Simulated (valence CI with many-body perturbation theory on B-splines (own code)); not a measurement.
Values are calculated unless marked as measured or tabulated.
**Hyperfine factors and g values of Dy XXVIII**

Level of theory: relativistic CI+MBPT: three valence electrons over a frozen Dirac-Fock core [Kr], a basis of 9 s, 9 p, 10 d, 8 f, 5 g, 3 h, 1 i functions for each j, with the one-electron correlation potential Σ1, the two-electron term Σ2, the three-electron term Σ3, Breit, model QED; selected CI, second order for the rest (own B-spline code, finite nucleus).

The last digits are not significant, and no measured levels were compared; by estimate large intervals hold to a few tenths of a per cent, small ones and those within an open d or f shell to about a per cent. Only levels of the ground parity were solved; by the run's estimate the other parity begins above the list, which can be wrong where configurations are misplaced.

A/g_I is the dipole constant over the nuclear g factor μ/I (μ in nuclear magnetons, uniformly magnetised nucleus), B/Q the quadrupole constant per barn. Both hold the static response of the core; the bare values leave it out. Large factors of s and p1/2 electrons are usually good to 5 to 10 %; those of open d and f shells near neutrality can be off by tens of per cent, and small factors of p3/2, d and f electrons come from cancelling terms and can be off by a factor of two or in sign, in half-filled shells by more. B is blank for J = 1/2, where it vanishes, and for nearly pure S terms. Energies count from the lowest level.

Levels are named by their leading jj configuration (3d3/2^4 stands for four electrons in 3d with j = 3/2), which in mixed levels can hold well under half, so a name can repeat and another be missing. Letters in brackets count levels of one name in rising energy.

```csv
Level,E (eV),g,A/g_I (MHz),A/g_I bare,B/Q (MHz/b),B/Q bare
(4d3/2^3) J=3/2,0.000,0.624,16100,15300,-8150,-7830
(4d3/2^2 4d5/2) J=5/2 [a],6.987,1.047,8860,8740,-4600,-4430
(4d3/2^2 4d5/2) J=3/2,9.271,1.260,6780,7010,-3290,-3160
(4d3/2^2 4d5/2) J=7/2,9.809,1.092,9060,9000,1350,1280
(4d3/2^2 4d5/2) J=9/2,10.431,1.081,9670,9590,9120,8700
(4d3/2^2 4d5/2) J=1/2,10.701,1.936,-8170,-6710,,
(4d3/2^2 4d5/2) J=5/2 [b],16.132,1.421,3830,4340,12000,11500
(4d3/2 4d5/2^2) J=7/2 [a],17.186,1.060,7870,7780,1220,1160
(4d3/2 4d5/2^2) J=9/2,18.231,1.136,7490,7520,4200,4000
(4d3/2 4d5/2^2) J=3/2 [a],19.781,1.150,8170,8210,-9740,-9330
(4d3/2 4d5/2^2) J=1/2,20.618,1.395,-2550,-2000,,
(4d3/2 4d5/2^2) J=11/2,21.382,1.088,8480,8430,20800,20000
(4d3/2 4d5/2^2) J=5/2 [a],22.042,1.157,4420,4530,14000,13400
(4d3/2 4d5/2^2) J=5/2 [b],23.339,1.093,8630,8580,-3540,-3390
(4d3/2 4d5/2^2) J=7/2 [b],24.230,1.111,8570,8550,4540,4370
(4d5/2^3) J=9/2,28.056,1.129,6350,6380,3390,3250
(4d3/2 4d5/2^2) J=3/2 [b],28.391,1.096,10300,10200,6940,6650
(4d5/2^3) J=3/2,33.501,0.923,10300,10000,7020,6710
(4d5/2^3) J=5/2,36.034,1.156,6270,6350,3480,3330
```

Take the isotope of mass number 163, with I = 5/2, μ = 0.671 μN and Q = 2.65 b. What is the hyperfine structure of (4d3/2^2 4d5/2) J=5/2 [b]?

From the table A = 1030 MHz, B = 31800 MHz. Shifts from the centre of gravity in MHz: F = 0: 13200, F = 1: 6650, F = 2: -3700, F = 3: -12100, F = 4: -9840, F = 5: 14400.
